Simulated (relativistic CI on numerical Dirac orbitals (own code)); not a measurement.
**Au3+ (5d8) in a crystal field**

Calculated by Dirac-Coulomb-Breit CI, separate exchange-only KLI orbitals for each configuration, model QED (radiative potential, 1s self-energy scaled to tabulated hydrogen-like ionisation energies), valence Slater integrals scaled by 0.85, one configuration in a parametric crystal field (own radial code).

Field parameters in Wybourne normalisation: D3d B²₀ = −7Dσ, B⁴₀ = −14Dq − 21Dτ, B⁴₃ = −14√(10/7) Dq. The field is a parameter set, without covalency.

S is read from ⟨S²⟩ = S(S + 1).

Levels (cm⁻¹, degeneracy): 0 (1), 27 (2), 11624 (2), 22207 (1), 27686 (2), 28140 (2), 28413 (1), 31038 (2), 31846 (1), 34563 (1), 39561 (1), 40270 (2).

Problem. Which field gives this pattern?
A. D3d, 10Dq = 28400, Dσ = -330, Dτ = 320 cm⁻¹
B. D3d, 10Dq = 28400, Dσ = 760, Dτ = 320 cm⁻¹
C. D3d, 10Dq = 28400, Dσ = -760, Dτ = 320 cm⁻¹
D. D3d, 10Dq = 28400, Dσ = -980, Dτ = 320 cm⁻¹

Solution. A. D3d, 10Dq = 28400, Dσ = -330, Dτ = 320 cm⁻¹, ground level with S = 0.99.
